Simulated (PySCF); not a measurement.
ClH₆NSi₂, SMILES N[SiH2][SiH2]Cl.

The structure is a stationary point at B3LYP-D3(BJ)/def2-SVP. This is a generated structure with no PubChem entry under its InChIKey; it may be hypothetical. One conformer was computed; it need not be the lowest.

Two levels are set side by side: PBE/def2-TZVP (PySCF) and ωB97X/def2-TZVP (PySCF). Same geometry, gas phase. Differences are taken from unrounded values.

```
quantity                     ωB97X
---------------------------  -----
orbital gap (eV)             10.83
highest occupied level (eV)  -9.51
lowest empty level (eV)       1.32
dipole moment (D)             1.55
mean polarisability (bohr³)   73.4
```

What does PBE give, and how far is it from ωB97X? (Estimate from the structure and the level; the computed values follow.)


| quantity | PBE | PBE minus ωB97X |
|---|---|---|
| orbital gap (eV) | 4.38 | -6.45 |
| highest occupied level (eV) | -5.93 | 3.57 |
| lowest empty level (eV) | -1.55 | -2.87 |
| dipole moment (D) | 1.46 | -0.08 |
| mean polarisability (bohr³) | 77.9 | 4.5 |

Without exact exchange PBE keeps part of each electron's self-repulsion, which lifts occupied levels and narrows the gap. PBE's more diffuse valence density responds more strongly to a field. Differences between two approximate levels are no errors against the true value.

Rough cost on one machine, each run with all the roots and properties that it gave: ωB97X against PBE within a factor of 2.
